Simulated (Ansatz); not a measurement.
Ideal-gas functions of C4H3FSe (`Fc1ccc[se]1`) at 298.15 K and 1 bar, from an Ansatz frequency run at PBE0-D4/def2-TZVP.

Molar mass 149.03 g/mol, point group Cs (symmetry number 1), electronic degeneracy 1, moments of inertia 145.194, 176.137, 321.331 u Å². Harmonic wavenumbers (cm⁻¹, unscaled): 255, 311, 447, 457, 537, 635, 674, 686, 812, 832, 911, 1052, 1099, 1225, 1258, 1380, 1533, 1629, 3213, 3236, 3269.

Use S(trans) = R[1.5 ln M + 2.5 ln T − 1.1517]; rotational temperatures θ = 24.2544 K / I; S(rot) = R[ln(√π/σ · √(T³/θAθBθC)) + 1.5]; for each mode x = 1.438777 ν̃/T, S = R[x/(eˣ − 1) − ln(1 − e⁻ˣ)] and H = RT x/(eˣ − 1); 1 cm⁻¹ = 0.0119627 kJ/mol; R = 8.31446 J/(mol·K).

Question: By hand: the entropy, in J/(mol·K).

Answer: Translation 171.3. Rotation: θ = 0.167, 0.1377, 0.0755 K, giving 114.7. Vibration, mode by mode: 7.10, 5.68, 3.37, 3.24, 2.39, 1.65, 1.42, 1.35, 0.83, 0.76, 0.56, 0.32, 0.26, 0.16, 0.14, 0.08, 0.04, 0.03, 0.00, 0.00, 0.00, in all 29.4. Electronic 0.0. Sum 315.4 J/(mol·K).

Question: By hand: H − E and G − E in kJ/mol, counted from the electronic energy.

Answer: Zero-point energy ½ × 25451 × 0.0119627 = 152.2; thermal vibration 6.0; translation, rotation and pV give 4 RT = 9.9. H − E = 168.1 kJ/mol, and G − E = 168.1 − 298.15 × 315.4/1000 = 74.1 kJ/mol.

Vibration gives 9 % of the entropy.
